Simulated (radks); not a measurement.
Values are calculated unless marked as measured or tabulated.
Species: Ag. Configuration: [Kr] 4d10 5s1 (the NIST ground configuration).

Level of theory: scalar-relativistic Kohn-Sham, SCAN, spin-polarised, spherical densities, finite nucleus; open shells are filled with parallel spins first (spin-orbit coupling, left out, can overturn this in heavy ions); meta-GGA in the generalised Kohn-Sham scheme; Fermi nuclear charge, rms radius 4.5454 fm (a radial shooting solver on a logarithmic mesh with Libxc functionals).

Energy parts (eV):
| part | energy |
|---|---|
| total | -144684.395 |
| kinetic | 150311.960 |
| electron-nucleus | -349721.366 |
| Hartree | 58807.676 |
| exchange-correlation | -4082.665 |

Orbitals (lengths in bohr, moments of r in powers of bohr; r(90%) holds 90 % of the orbital's charge):
orbital  occ.  eigenvalue (eV)      <r^4>  r(90%)     <r^2>
1s up       1        -25379.14  4.459e-06  0.0558  0.001309
1s down     1        -25379.11  4.459e-06  0.0558  0.001309
2s up       1        -3751.846  0.0007910   0.208   0.02144
2s down     1        -3751.861  0.0007910   0.208   0.02144
2p up       3        -3361.762  0.0005687   0.192   0.01692
2p down     3        -3361.767  0.0005687   0.192   0.01692
3s up       1        -693.9502    0.03664   0.541    0.1546
3s down     1        -693.9429    0.03664   0.541    0.1546
3p up       3        -564.6347    0.03939   0.552    0.1564
3p down     3        -564.6260    0.03938   0.552    0.1564
3d up       5        -361.6617    0.03808   0.547    0.1425
3d down     5        -361.6628    0.03808   0.547    0.1424
4s up       1         -97.8229      1.356    1.33    0.9475
4s down     1         -97.8932      1.354    1.33    0.9481
4p up       3         -60.3331      2.132    1.48     1.154
4p down     3         -60.4134      2.101    1.48     1.151
4d up       5          -7.6951      15.58    2.35     2.574
4d down     5          -7.4712      13.03    2.26     2.406
5s up       1          -5.1383      200.6    4.65     10.85

The highest occupied level is 5s up at -5.138 eV. The spin density at the nucleus is 18.10 e/bohr^3 (1s 0.09, 2s 0.10, 3s 0.00, 4s 0.48, 5s 17.42). The electron density at the nucleus is 1.493e+05 e/bohr^3 (large components only). The density falls to 0.001 e/bohr^3 at r = 4.23 bohr. Spin moment in Bohr magnetons: 1. For comparison, the ionisation energy in NIST's Atomic Spectra Database is 7.576 eV (measured). In exact Kohn-Sham theory the highest level is minus the ionisation energy, but local and semilocal functionals leave it too shallow, through self-interaction and a potential that decays too fast; potentials with the right tail come closer.

Empty levels of this run are not shown, since the potential may be unsettled where no density lies.
